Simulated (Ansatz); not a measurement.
Cost and result up the ladder for OsO3(NH) (OsNO₃H) (6 atoms). Total charge 0; singlet. Geometry: PBE0-D4/def2-SVP.

```xyz
6

Os   -0.028   -0.306   -0.332
O     1.077   -1.565   -0.033
O    -1.604   -0.946   -0.405
O     0.350    0.431   -1.818
N     0.061    0.850    0.924
H     0.143    1.536    1.664
```

Ansatz on 4 threads of Arm Neoverse V1 on a shared host. Times are rough, and most runs start from the orbitals of an earlier one. No level here is sound enough to serve as a yardstick. Binding counts from free atoms at the same level (Os quintet, O triplet, N quartet, H doublet; other spins of the atoms weren't run), without zero-point energy or a counterpoise term.

In the def2 sets Os takes a core potential; there is no spin–orbit coupling.

Run but left out: BHLYP-D4/def2-TZVP, B2PLYP/def2-TZVP, PBE-QIDH/def2-TZVP (restricted singlet, unstable in another Hartree–Fock run and untested here); MP2/def2-TZVP, CCSD(T)/def2-TZVPP (restricted singlet, unstable towards broken spin symmetry).

| level | functions | binding energy per atom (eV) | remarks |
| --- | --- | --- | --- |
| PBE-D4/def2-TZVPD | 209 | 4.60 | restricted SCF unstable in HF |
| CAM-B3LYP-D4/def2-TZVP | 170 | 3.92 | restricted SCF unstable in HF |
| BLYP-D4/def2-TZVP | 170 | 4.42 | restricted SCF unstable in HF |
| PBE-D4/def2-SVP | 93 | 4.56 | restricted SCF unstable in HF |
| r2SCAN-D4/def2-TZVPD | 209 | 4.24 | restricted SCF unstable in HF |
| r2SCANh-D4/def2-TZVP | 170 | 4.02 | restricted SCF unstable in HF |
| PBE0-D4/def2-TZVP (with forces) | 170 | 3.98 | restricted SCF unstable in HF |
| PBE0-D4/def2-SVP | 93 | 3.90 | restricted SCF unstable in HF |
| PBE-D4/def2-TZVP | 170 | 4.60 | – |
| r2SCAN-D4/def2-TZVP | 170 | 4.24 | restricted SCF unstable in HF |
| PBE0-D4/def2-TZVPD | 209 | 3.98 | restricted SCF unstable in HF |
| revPBE-D4/def2-TZVP | 170 | 4.40 | restricted SCF unstable in HF |

(1) Estimate how long each takes.

## Answers

(1) PBE-D4/def2-SVP 0.75 s; PBE0-D4/def2-SVP 0.9 s; PBE-D4/def2-TZVP 1.3 s; revPBE-D4/def2-TZVP 1.3 s; BLYP-D4/def2-TZVP 1.6 s; PBE-D4/def2-TZVPD 2 s; CAM-B3LYP-D4/def2-TZVP 2.1 s; PBE0-D4/def2-TZVP (with forces) 2.2 s; r2SCAN-D4/def2-TZVP 2.8 s; PBE0-D4/def2-TZVPD 2.8 s; r2SCANh-D4/def2-TZVP 3.2 s; r2SCAN-D4/def2-TZVPD 3.8 s. On shared hardware such times vary by a factor of up to 3.
